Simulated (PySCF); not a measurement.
CH10N2Si3, SMILES [Si@H]1(N)[SiH2]C[SiH2]N1. Geometry optimised at PBE-D3(BJ)/def2-SVP. The structure was generated by enumeration; whether it is a known compound was not checked. Other conformers were not sampled.

Computed equilibrium geometry at PBE-D3(BJ)/def2-SVP (PySCF confirms it by a frequency run) as a Z-matrix (one conformer of several):
```
Si
N 1 1.7450
H 2 1.0232 1 119.76
H 2 1.0234 3 110.36 1 144.47
N 1 1.7731 2 118.49 3 60.13
H 5 1.0261 1 118.53 2 70.31
Si 5 1.7600 6 117.73 1 -174.45
H 1 1.5060 2 103.40 3 -178.31
H 7 1.5102 5 110.80 6 -50.66
H 7 1.5112 9 106.62 5 -123.05
C 7 1.8954 9 112.17 10 -120.25
H 11 1.1089 7 111.66 9 86.33
H 11 1.1109 12 107.66 7 119.18
Si 11 1.9099 12 112.50 13 119.13
H 14 1.5073 11 112.31 12 -83.33
H 14 1.5080 15 108.10 11 -121.69
```
